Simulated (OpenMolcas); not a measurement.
**Ionisation energies of neon**

```yaml
Program: OpenMolcas 26.06
Basis: ANO-RCC [8s7p4d3f2g]
Scalar_Hamiltonian: DKH2, point nucleus
Spin-orbit_coupling: RASSI with atomic mean-field integrals over the reference wave functions, term energies averaged over their components
```

Active shells in each charge state: the valence s, p shells, with orbitals averaged over the low states. Where CASPT2's correlated closed shells are named, they are those of the first ion.

A. CASSCF
B. SS-CASPT2, IPEA 0.25 Eh, imaginary shift 0.1 Eh (closed shells correlated: 1s)
C. SS-CASPT2, IPEA 0 Eh, imaginary shift 0.1 Eh (closed shells correlated: 1s)

Energies in eV between the lowest computed levels, named as in B; reference values from the NIST Atomic Spectra Database with their kind.

```tsv
From	To	A	B	C	Spin-orbit share in B	Reference
Ne 2s2 2p6 1S0	Ne+ 2s2 2p5 2P* 3/2	19.793	21.614	21.561	-0.032	21.565 (measured)
Ne+ 2s2 2p5 2P* 3/2	Ne2+ 2s2 2p4 3P2	39.316	40.859	40.828	-0.006	40.963 (measured)
Ne2+ 2s2 2p4 3P2	Ne3+ 2s2 2p3 4S* 3/2	61.738	63.214	63.196	+0.038	63.423 (measured)
Ne3+ 2s2 2p3 4S* 3/2	Ne4+ 2s2 2p2 3P0	95.929	97.152	97.188	-0.093	97.190 (semi-empirical)
Ne4+ 2s2 2p2 3P0	Ne5+ 2s2 2p 2P* 1/2	124.997	126.174	126.208	-0.010	126.247 (measured)
Ne5+ 2s2 2p 2P* 1/2	Ne6+ 2s2 1S0	156.565	157.782	157.813	+0.104	157.934 (measured)
Ne6+ 2s2 1S0	Ne7+ 2s 2S 1/2	207.134	207.235	207.235	+0.000	207.271 (measured)
Ne7+ 2s 2S 1/2	Ne8+ 1s2 1S0	238.973	239.078	239.079	+0.000	239.097 (semi-empirical)
```

Error against the reference values, in %:

```
From       Reference     A     B     C
  Ne        measured  -8.2  +0.2     0
 Ne+        measured  -4.0  -0.3  -0.3
Ne2+        measured  -2.7  -0.3  -0.4
Ne3+  semi-empirical  -1.3     0     0
Ne4+        measured  -1.0  -0.1     0
Ne5+        measured  -0.9  -0.1  -0.1
Ne6+        measured  -0.1     0     0
Ne7+  semi-empirical  -0.1     0     0
```

Mean absolute error over the 6 measured values: A 1.31 eV, B 0.10 eV, C 0.09 eV.

* marks odd parity.
